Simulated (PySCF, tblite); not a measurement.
Compound: C3H9FSSi.
Geometry (GFN2-xTB, Å), atoms numbered from 1 in this order:
```
atom  x, y, z in Å
C1    -2.6618    0.0960    0.3690
C2    -1.3573    0.8854    0.3520
Si3    0.1545   -0.2391    0.2647
F4     0.1187   -1.0700   -1.1245
S5     1.9394    0.9390    0.2441
C6     3.1222   -0.3418   -0.2820
H7    -2.7413   -0.5308   -0.5158
H8    -2.7122   -0.5461    1.2450
H9    -3.5163    0.7695    0.3897
H10   -1.3588    1.5606   -0.5065
H11   -1.3050    1.5157    1.2399
H12    0.2438   -1.3005    1.2545
H13    4.0839    0.1467   -0.3938
H14    2.8033   -0.7619   -1.2297
H15    3.1826   -1.1148    0.4772
```

Theory: wB97X-D/def2-SVPD in PySCF (dipole) on a GFN2-xTB geometry, gas phase.

Masses are those of the commonest isotopes; rigid-rotor values at the optimised geometry. The values belong to one conformer with, in the numbering `[CH3:1][CH2:2][Si@@H:3]([F:4])[S:5][CH3:6]`, C1–C2–Si3–F4 63°, C2–Si3–S5–C6 -166°.

(1) Give the principal moments of inertia and the rotational constants in MHz.

(2) Classify the top.

(3) What does the inertial defect say?

(4) Give the other two planar moments, Paa and Pbb, and the rms extents of the mass along the axes.

(5) Which types of transition are allowed, and where do some lines up to J = 3 fall?

(6) Estimate the classical rotational partition function at 25 K, 50 K and 200 K.

## Answers

(1) Ia = 108.68, Ib = 403.83, Ic = 479.33 u·Å²; 505379 MHz·u·Å²/I gives A = 4650, B = 1251, C = 1054 MHz.

(2) An asymmetric top. Ray's parameter κ = (2B − A − C)/(A − C) = -0.890; −1 is the prolate and +1 the oblate limit.

(3) Not planar: Δ = Ic − Ia − Ib = -33.18 u·Å². For a rigid frame Δ = −2 Σ m c², so Σ m c² = 16.59 u·Å² lies off the ab plane: 8.28 from hydrogen and 8.32 from heavier atoms. The atom farthest from that plane is 1.77 Å away.

(4) Paa = Σ m a² = (Ib + Ic − Ia)/2 = 387.24 and Pbb = Σ m b² = (Ia + Ic − Ib)/2 = 92.09 u·Å². With the mass M = 124.02 u, the rms extents √(P/M) along a, b and c are 1.77, 0.86, 0.37 Å.

(5) The dipole components are |μa| = 0.47 D, |μb| = 0.24 D, |μc| = 0.77 D. Intensities carry the squares of the components, which stand as 0.37 : 0.10 : 1.00 (a : b : c). Some lines, for components of 0.1 D or more:

| type | branch | J(Ka,Kc) | MHz | lower level (cm⁻¹) |
| --- | --- | --- | --- | --- |
| c | Q | 2(1,2) ← 2(0,2) | 3210 | 0.230 |
| b | R | 3(0,3) ← 2(1,2) | 3674 | 0.338 |
| b | Q | 2(1,1) ← 2(0,2) | 3801 | 0.230 |
| a | R | 3(0,3) ← 2(0,2) | 6884 | 0.230 |
| a | R | 3(2,1) ← 2(2,0) | 6951 | 0.698 |
| b | R | 3(1,3) ← 2(0,2) | 9826 | 0.230 |
| b | Q | 3(2,1) ← 3(1,2) | 9947 | 0.598 |
| b | Q | 3(2,2) ← 3(1,3) | 11088 | 0.558 |
| b | R | 2(2,1) ← 1(1,0) | 15005 | 0.197 |
| b | R | 2(2,0) ← 1(1,1) | 15210 | 0.190 |
| b | Q | 3(3,1) ← 3(2,2) | 17491 | 0.928 |

(6) Point group C1, symmetry number σ = 1; q = (√π/σ)·√((kT/h)³/(ABC)), k/h = 20836.6 MHz/K: 8510 at 25 K, 24100 at 50 K, 193000 at 200 K.

Its GFN2-xTB frequencies are all real (lowest 41 cm⁻¹). No vibrational averaging or centrifugal distortion is included, and the geometry carries the error of its method. A rigid rotor knows nothing of internal rotation, which can split or shift real lines.

Time: 65 s; peak memory 0.87 GiB. Hardware: Arm Neoverse N1, one thread, no GPU, shared host. This is the wB97X-D/def2-SVPD job that gave the dipole, with the excitations it also computed.
